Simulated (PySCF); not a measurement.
Run record for `P(C#C)(C)C(C)C`: PBE0/def2-SVPD, damping 0.1 at the start, DIIS from the seventh cycle, full TDDFT, 3 singlets.

Method: TDDFT PBE0/def2-SVPD, vertical, gas phase, core orbitals frozen in the response (PySCF 2.14.0, density-fitted response routines). Geometry: GFN2-xTB. The command runs a driver script over a list of jobs; the input below is this job's line of settings and its coordinates in Å.

Command:
```bash
OMP_NUM_THREADS=1 python probes_run.py task.json out
```

Input:
```
{"job": {"kind": "uv", "xc": "PBE0", "basis": "def2-SVPD", "nstates": 3, "ntriplets": 2, "tda": false, "scf": {"damp": 0.1}}, "charge": 0, "multiplicity": 1}
C     -0.229670     2.850168     1.368146
C      0.212872     1.771202     1.075015
P      0.911904     0.167779     0.806675
C      2.060643     0.668677    -0.565479
C     -0.513448    -0.510312    -0.224434
C     -1.729824    -0.697449     0.676553
C     -0.109974    -1.832472    -0.867622
H     -0.625291     3.800305     1.582663
H      2.793608     1.364413    -0.160013
H      1.522953     1.149182    -1.381879
H      2.589201    -0.207719    -0.936718
H     -0.752484     0.221753    -1.006897
H     -2.579256    -1.060826     0.099529
H     -2.007032     0.244866     1.146488
H     -1.512571    -1.421090     1.460814
H      0.189694    -2.548677    -0.103821
H      0.718705    -1.699643    -1.560525
H     -0.948788    -2.253841    -1.420152
```

Q: Predict the output.

A: 
```
damping 0.10 in the first 6 cycles
final grid: 138272 points
cycle   1  E = -575.8051658263  dE =  5.393e-01  |g| = 4.506e-01  |ddm| = 7.691e+00
cycle   2  E = -575.8198544116  dE = -1.469e-02  |g| = 3.900e-01  |ddm| = 1.780e+00
cycle   3  E = -575.8174300876  dE =  2.424e-03  |g| = 4.080e-01  |ddm| = 1.236e+00
cycle   4  E = -575.7853688842  dE =  3.206e-02  |g| = 5.324e-01  |ddm| = 1.316e+00
cycle   5  E = -575.6611785150  dE =  1.242e-01  |g| = 8.780e-01  |ddm| = 2.038e+00
cycle   6  E = -575.1033817756  dE =  5.578e-01  |g| = 1.631e+00  |ddm| = 3.497e+00
cycle   7  E = -573.7458495112  dE =  1.358e+00  |g| = 2.687e+00  |ddm| = 9.299e+00
cycle   8  E = -575.8504319065  dE = -2.105e+00  |g| = 1.957e-01  |ddm| = 7.638e+00
cycle   9  E = -575.8575842369  dE = -7.152e-03  |g| = 1.126e-01  |ddm| = 9.081e-01
cycle  10  E = -575.8613143308  dE = -3.730e-03  |g| = 2.308e-02  |ddm| = 2.762e-01
cycle  11  E = -575.8614383817  dE = -1.241e-04  |g| = 8.296e-03  |ddm| = 4.943e-02
cycle  12  E = -575.8614549795  dE = -1.660e-05  |g| = 1.888e-03  |ddm| = 1.709e-02
cycle  13  E = -575.8614557050  dE = -7.255e-07  |g| = 8.860e-04  |ddm| = 4.449e-03
cycle  14  E = -575.8614559187  dE = -2.137e-07  |g| = 1.531e-04  |ddm| = 1.634e-03
cycle  15  E = -575.8614559243  dE = -5.623e-09  |g| = 5.990e-05  |ddm| = 4.385e-04
cycle  16  E = -575.8614559253  dE = -9.595e-10  |g| = 9.513e-06  |ddm| = 1.335e-04
converged SCF energy = -575.8614559253

Static polarisability (au): isotropic 97.740, principal 77.697 97.429 118.096

Singlet excitations
state   eV       nm        f      main configurations
  1   5.3743    230.7   0.02192   H->L 0.91
  2   5.8788    210.9   0.08104   H->L+1 0.80, H-1->L 0.14
  3   6.5203    190.2   0.01527   H-1->L+1 0.75

Triplet excitations (Tamm-Dancoff, eV): 4.7030 4.7849
```

H and L stand for HOMO and LUMO; the number after each pair is its weight.

Q: Which computed singlet has the largest oscillator strength, and what do all of them sum to?

A: State 2 at 5.88 eV (211 nm), f = 0.081; the 3 states sum to 0.118.

Q: How does the lowest singlet excitation compare with the HOMO–LUMO gap?

A: HOMO -6.69 eV and LUMO 0.14 eV give a gap of 6.83 eV; S1 at 5.37 eV lies 1.46 eV below it.

In short: SCF converged in 16 cycles with 232 basis and 840 fitting functions; HOMO -6.69 eV, LUMO 0.14 eV; lowest singlet 5.37 eV; lowest triplet 4.70 eV (Tamm–Dancoff); mean polarisability 97.7 au.

Time: 42 s of wall time; peak memory 0.92 GiB. Hardware: one thread of an Arm Neoverse V1, no GPU, shared host.

Conformer computed: `[CH:1]#[C:2][P:3]([CH3:4])[CH:5]([CH3:6])[CH3:7]`: C2–P3–C5–C6 -70°.

One conformer stands for the species.
